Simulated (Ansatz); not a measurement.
Sn(F)2(Cl)(NH2) (ClF₂H₂NSn), SMILES [F][Sn]([F])([NH2])[Cl].

Coordinates come from a B3LYP-D3(BJ)/def2-SVP optimisation. The structure was generated by enumeration; whether it is a known compound was not checked. The def2 effective core potentials stand for the cores of Sn; spin–orbit coupling is left out. Other conformers were not sampled.

Two levels are set side by side: PBE/def2-SVPD (Ansatz, a first-principles code) and PBE0/def2-SVPD (Ansatz). Energy differences of separate SCF runs at the same geometry; the states with an electron removed or added have multiplicity 2 and 2. Differences are taken from unrounded values.

| quantity | PBE0 |
|---|---|
| vertical ionisation energy (eV) | 11.31 |
| vertical electron affinity (eV) | 1.09 |
| vertical singlet–triplet gap (eV) | 4.48 |

Task: What does PBE give, and how far is it from PBE0? (Estimate from the structure and the level; the computed values follow.)

Result: 
```
quantity                             PBE  PBE minus PBE0
---------------------------------  -----  --------------
vertical ionisation energy (eV)    10.92           -0.40
vertical electron affinity (eV)     1.20            0.11
vertical singlet–triplet gap (eV)   4.11           -0.37
```
